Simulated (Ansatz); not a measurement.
Mulliken charges of `[SiH3]BI` from B3LYP/def2-TZVPP in Ansatz (PBE0-D4/def2-TZVP geometry).

```tsv
atom	x (Å)	y (Å)	z (Å)	charge (e)
Si1	-0.705	0.491	-0.213	0.145
B2	0.848	-0.531	0.550	-0.052
I3	1.991	-1.728	-0.757	0.016
H4	-1.638	-0.461	-0.876	-0.056
H5	-0.194	1.436	-1.245	-0.056
H6	-1.455	1.264	0.813	-0.069
H7	1.214	-0.538	1.683	0.072
```

Problem. By hand: the dipole of these point charges (1 e Å = 4.8032 D).

Solution. Σ q r = (0.176, -0.109, 0.112) e Å, of length 0.235 e Å = 1.13 D.

Problem. How does the dipole of the full density compare? (An estimate is asked.)

Solution. Computed: (0.000, 0.014, 0.067) e Å, 0.33 D; the point charges give 3.42 times that, at 68° from its direction.

Point charges leave out the atoms' own dipoles, such as those of lone pairs, and Mulliken's split depends on the basis, so the two needn't agree.

B3LYP here is the variant with VWN-RPA as its local correlation; programs differ in this.
